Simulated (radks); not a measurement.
Question: These are the eigenvalues of the occupied orbitals of an atom or ion with whole-number occupations (Ry). Calculated with a radial shooting solver on a logarithmic mesh with Libxc functionals: scalar-relativistic Kohn-Sham, SCAN, spin-polarised, spherical densities, finite nucleus; meta-GGA in the generalised Kohn-Sham scheme; Fermi nuclear charge, rms radius of each element as measured or else 0.836 A^(1/3) + 0.57 fm.

| orbital | eigenvalue |
|---|---|
| 1s up | -365.3722 |
| 1s down | -365.3293 |
| 2s up | -46.02669 |
| 2s down | -46.00516 |
| 2p up | -39.05055 |
| 2p down | -39.00733 |
| 3s up | -10.16500 |
| 3s down | -9.99716 |
| 3p up | -8.24363 |
| 3p down | -8.07989 |

Which element is it, and in what charge state? The configuration may be excited. Open shells, if any, are filled with parallel spins first.

Answer: Z = 22, titanium, charge +5: Ti5+ in [Ne] 3s2 3p5. The list shows which subshells hold electrons but not how many an open one holds; the 1s level, -182.69 hartree, gives Z - s = 19.1 by -(Z - s)^2/2, which with screening and relativity narrows Z to a few neighbours, and the depths of the outer levels then fix element, charge and occupations together.
